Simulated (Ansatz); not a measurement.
`CS[S][GeH3]` → `[CH2]` (triplet) + `S[S][GeH3]` at 700 K and 1 bar (formal loss of a carbene).

Gas-phase electronic energies from Ansatz, PBE0-D4/def2-TZVP geometries. CCSD(T)/CBS adds triple-zeta CCSD(T) − MP2 to the extrapolated MP2 energy (def2 sets, frozen cores). This one scheme is used for every species. Triplets are unrestricted, without spin–orbit coupling. For Ge outer-core shells are correlated without core-valence functions, which leaves a few kJ/mol of doubt a bond. Scalar relativity is left out up to krypton. Each species was taken in one conformer, which may not be the lowest.

| species | CCSD(T)/CBS energy (Eh) | H − E (kJ/mol) | S (J/(mol·K)) |
| --- | --- | --- | --- |
| `CS[S][GeH3]` | -2913.33841 | 246.1 | 480.5 |
| `[CH2]` (triplet) | -39.09499 | 70.4 | 226.8 |
| `S[S][GeH3]` | -2874.07545 | 151.2 | 417.4 |

H − E and S are ideal-gas, rigid-rotor, harmonic terms from PBE0-D4/def2-TZVP, for one conformer and one mirror image of each species, with the whole ground term of open shells counted as degenerate. 1 Eh = 2625.50 kJ/mol, R = 8.31446 J/(mol·K).

**Question.** By hand: ΔE, ΔH, ΔS and ΔG.

**Answer.** ΔE = (-39.09499) + (-2874.07545) − (-2913.33841) = 0.16797 Eh = 441.0 kJ/mol. Δ(H − E) = 70.4 + 151.2 − 246.1 = -24.5, so ΔH = 416.5 kJ/mol. ΔS = 226.8 + 417.4 − 480.5 = 163.7 J/(mol·K). ΔG = 416.5 − 700 × (163.7)/1000 = 301.9 kJ/mol.

**Question.** By hand: the equilibrium constant, and the temperature at which ΔG would vanish if ΔH and ΔS stayed fixed.

**Answer.** log₁₀ K = −ΔG/(RT ln 10) = -22.5. ΔG = 0 at ΔH/ΔS = 2544 K, far beyond where these terms or the molecules hold.

The number of gas molecules changes by +1, which sets the sign of ΔS. A doubt of 5 kJ/mol in ΔE shifts log₁₀ K by 0.4 here. Other conformers and mirror images would add mixing entropy, several J/(mol·K) or more a flexible species. A triplet takes part, so the spin changes. These are equilibria of isolated gas molecules and say nothing of rates. Largest T1 diagnostic: 0.012 (customary marks: 0.02 for closed shells, 0.045 for open ones).
